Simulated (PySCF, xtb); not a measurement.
Si(Br)(OH)2(OMe) (CH5BrO3Si), SMILES CO[Si](O)(O)Br.

GFN2-xTB (xtb) at its own geometry gives an orbital gap of 7.95 eV and a dipole moment of 4.79 D.

Geometry: PBE-D3(BJ)/def2-SVP. The values are those of a single conformer.

**Question.** What does PySCF with CAM-B3LYP/def2-TZVP give? (The exact figures need the calculation; the answer reports its results.)

**Answer.** gap 10.92 eV (levels -9.86 and 1.07 eV), dipole 0.66 D.
